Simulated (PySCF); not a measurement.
A structure optimised at PBE-D3(BJ)/def2-SVP, used in a PySCF frequency run:

```xyz
7

Te     0.0000     0.0000    -0.3398
N     -1.6933     0.0000     0.8494
H     -1.7553     0.8362     1.4441
H     -1.7553    -0.8362     1.4441
N      1.6933     0.0000     0.8494
H      1.7553    -0.8362     1.4441
H      1.7553     0.8362     1.4441
```
Charge 0, spin multiplicity 1.

Task: Write its SMILES, formula and point group.

Result: N[Te]N, H4N2Te, C2v

Task: What are its rotational constants (standard atomic weights)?

Result: 11.235, 5.2885, 3.7461 GHz
